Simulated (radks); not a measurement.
Question: Species: the mercury ion Hg+. Configuration: [Xe] 4f14 5d10 6s1 (the NIST ground configuration). Calculated with a radial shooting solver on a logarithmic mesh with Libxc functionals: scalar-relativistic Kohn-Sham, PBEsol, spin-unpolarised, spherical densities, finite nucleus; Fermi nuclear charge, rms radius 5.4648 fm. Some entries of the table are withheld. Estimate them.

| orbital | occ. | eigenvalue (eV) | <r^2> (bohr^2) |
|---|---|---|---|
| 1s | 2 | -83115.82 | 0.0003811 |
| 2s | 2 | -14739.82 | 0.005800 |
| 2p | 6 | -12718.18 | 0.004899 |
| 3s | 2 | -3504.589 | (1) |
| 3p | 6 | (2) | 0.03850 |
| 3d | 10 | -2303.681 | (3) |
| 4s | 2 | (4) | 0.1800 |
| 4p | 6 | -585.5024 | (5) |
| 4d | 10 | -357.6664 | 0.2329 |
| 5s | 2 | -127.2457 | 0.9119 |
| 4f | 14 | -105.0275 | 0.2811 |
| 5p | 6 | -75.6600 | 1.222 |
| 5d | 10 | -18.8790 | 2.554 |
| 6s | 1 | -14.7531 | (6) |

Answer: 
(1) 3s <r^2> (bohr^2): 0.03737
(2) 3p eigenvalue (eV): -2920.178
(3) 3d <r^2> (bohr^2): 0.03188
(4) 4s eigenvalue (eV): -777.2126
(5) 4p <r^2> (bohr^2): 0.2058
(6) 6s <r^2> (bohr^2): 7.069
